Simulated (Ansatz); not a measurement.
Reaction (cleavage of the Ge–B bond): `C[B](F)[GeH3]` + H₂Se → `[GeH3][SeH]` + `CBF`

Calculated with Ansatz (gas phase, PBE0-D4/def2-TZVP geometries, no zero-point term in ΔE). CCSD(T)/CBS is the MP2 limit (def2-TZVPP, def2-QZVPP) plus CCSD(T) − MP2 in def2-TZVPP, frozen cores. This one scheme is used for every species. DFT in def2-TZVPP. B3LYP here is the variant with VWN-RPA as its local correlation; programs differ in this. For Ge, Se outer-core shells are correlated without core-valence functions, which leaves a few kJ/mol of doubt a bond. Scalar relativity is left out up to krypton.

`C[B](F)[GeH3]`:

Cartesian coordinates in Å:
```
C -0.552 -1.520 -0.092
B -0.571 -0.062 0.449
F -1.498 0.292 1.333
Ge 0.778 1.428 -0.124
H 0.431 -1.973 0.084
H -1.324 -2.158 0.342
H -0.668 -1.510 -1.182
H 0.043 2.626 -0.753
H 1.804 0.915 -1.151
H 1.558 1.961 1.092
```

H₂Se:

Z-matrix (Å, degrees):
```
Se
H 1 1.467
H 1 1.467 2 91.2
```

`[GeH3][SeH]`:

Cartesian coordinates in Å:
```
Ge -0.431 -0.348 0.231
Se 1.115 0.427 -1.370
H -1.462 0.744 0.552
H -1.113 -1.552 -0.430
H 0.296 -0.776 1.513
H 1.595 1.505 -0.496
```

`CBF`:

Z-matrix (Å, degrees):
```
C
B 1 1.553
H 1 1.096 2 109.6
H 1 1.091 2 114.0 3 122.5
H 1 1.096 2 109.7 3 -114.9
F 2 1.327 1 120.6 3 -122.2
H 2 1.202 1 123.5 3 57.8
```

| level | ΔE (kJ/mol) |
| --- | --- |
| r2SCAN0-D4 | -71.6 |
| B3LYP | -71.5 |
| CCSD/def2-TZVPP | -69.3 |
| SCS-MP2/def2-QZVPP | -76.8 |

Task: What does CCSD(T)/CBS give? (An estimate is asked.)

Result: Computed: -68.4 kJ/mol. The listed levels differ from it by -3.2, -3.1, -0.9, -8.4 kJ/mol.

Largest T1 diagnostic among the species: 0.013.

In def2-TZVPP, CCSD(T) changes the Hartree–Fock value by +19.5 kJ/mol (the triples alone add +1.4 kJ/mol) and MP2 by +11.7 kJ/mol. Leaving LDA and LC-ωPBE aside and taking each functional with its dispersion term where it has one, the values, not all of them listed here, spread over 14.8 kJ/mol, from BHLYP-D4 to PBE-D4. LDA lies +8.7 kJ/mol from PBE without D4.
